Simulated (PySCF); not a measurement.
## Atomic charges by several schemes

CH14OSi5.
Z-matrix (Å and degrees, GFN2-xTB geometry), rows numbered from 1:
```
Si
C   1  1.9036
O   2  1.4087  1  105.40
Si  3  1.6389  2  127.51  1   178.61
Si  4  2.3220  3  110.24  2    51.17
Si  4  2.3093  3   95.67  2   179.09
Si  6  2.3176  4  116.76  3    11.66
H   1  1.4624  2  108.06  3   -60.78
H   1  1.4621  2  107.91  3    58.48
H   1  1.4653  2  108.86  3   179.11
H   2  1.0960  1  113.15  3  -119.41
H   2  1.0948  1  112.83  3   119.35
H   4  1.4877  3  106.78  2   -64.43
H   5  1.4710  4  115.46  3   -83.08
H   5  1.4710  4  112.17  3    36.30
H   5  1.4656  4  111.46  3   155.39
H   6  1.4772  4  107.94  3  -112.81
H   6  1.4748  4  108.32  3   137.90
H   7  1.4659  6  112.17  4    34.04
H   7  1.4689  6  114.11  4   154.24
H   7  1.4677  6  112.12  4   -85.73
```

Density: PBE0/pcSseg-1 (PySCF); schemes: Mulliken, IAO, Hirshfeld and ESP-fitted. One conformer (not necessarily the lowest) at the GFN2-xTB geometry, without solvent, vibrations or thermal averaging.

Which atoms carry the lowest charge in the Mulliken, IAO, Hirshfeld and ESP-fitted schemes?

All schemes agree: Mulliken O3 (-0.662); IAO O3 (-0.646); Hirshfeld O3 (-0.221); ESP-fitted O3 (-0.288).

At which atom do the 4 schemes differ most?

At O3: from -0.662 (Mulliken) to -0.221 e (Hirshfeld), 0.441 e apart.

What partial charge does each atom carry?

In e:

| atom | environment | Mulliken | IAO | Hirshfeld | ESP-fitted |
| --- | --- | --- | --- | --- | --- |
| Si1 | SiH3 silicon | +0.518 | +0.623 | +0.318 | +0.391 |
| C2 | sp3 carbon bound to oxygen | -0.225 | -0.324 | -0.081 | -0.214 |
| O3 | silyl ether oxygen | -0.662 | -0.646 | -0.221 | -0.288 |
| Si4 | oxygen-bound silicon | +0.469 | +0.602 | +0.250 | +0.346 |
| Si5 | SiH3 silicon | +0.136 | +0.241 | +0.201 | +0.141 |
| Si6 | SiH2 silicon | -0.062 | +0.135 | +0.146 | +0.108 |
| Si7 | SiH3 silicon | +0.232 | +0.316 | +0.223 | +0.240 |
| H8 | Si–H hydrogen | -0.075 | -0.111 | -0.072 | -0.085 |
| H9 | Si–H hydrogen | -0.076 | -0.112 | -0.072 | -0.090 |
| H10 | Si–H hydrogen | -0.095 | -0.126 | -0.078 | -0.107 |
| H11 | methylene hydrogen | +0.141 | +0.131 | +0.036 | +0.117 |
| H12 | methylene hydrogen | +0.131 | +0.134 | +0.038 | +0.114 |
| H13 | Si–H hydrogen | -0.065 | -0.132 | -0.090 | -0.108 |
| H14 | Si–H hydrogen | -0.048 | -0.091 | -0.073 | -0.062 |
| H15 | Si–H hydrogen | -0.051 | -0.094 | -0.075 | -0.065 |
| H16 | Si–H hydrogen | -0.054 | -0.091 | -0.074 | -0.059 |
| H17 | Si–H hydrogen | -0.025 | -0.086 | -0.079 | -0.079 |
| H18 | Si–H hydrogen | -0.027 | -0.086 | -0.079 | -0.077 |
| H19 | Si–H hydrogen | -0.055 | -0.095 | -0.073 | -0.076 |
| H20 | Si–H hydrogen | -0.053 | -0.095 | -0.072 | -0.072 |
| H21 | Si–H hydrogen | -0.056 | -0.094 | -0.072 | -0.076 |

Mean size of the charges over all atoms: IAO 0.208 e, Mulliken 0.155 e, ESP-fitted 0.139 e, Hirshfeld 0.115 e. Each set sums to the total charge, 0, to within 0.001 e. The Mulliken scheme gives each basis function's population to the atom it is centred on and halves the overlap population of two atoms between them. The Hirshfeld scheme divides the density at each point in proportion to the densities of the neutral, spherically averaged free atoms.

Sum the charges by element, for elements with more than one atom.

| element | atoms | Mulliken | IAO | Hirshfeld | ESP-fitted |
| --- | --- | --- | --- | --- | --- |
| Si | 5 | +1.293 | +1.918 | +1.138 | +1.227 |
| H | 14 | -0.407 | -0.948 | -0.835 | -0.724 |

How many electrons does the IAO scheme count on Si5?

Z − q = 14 − (+0.241) = 13.759.
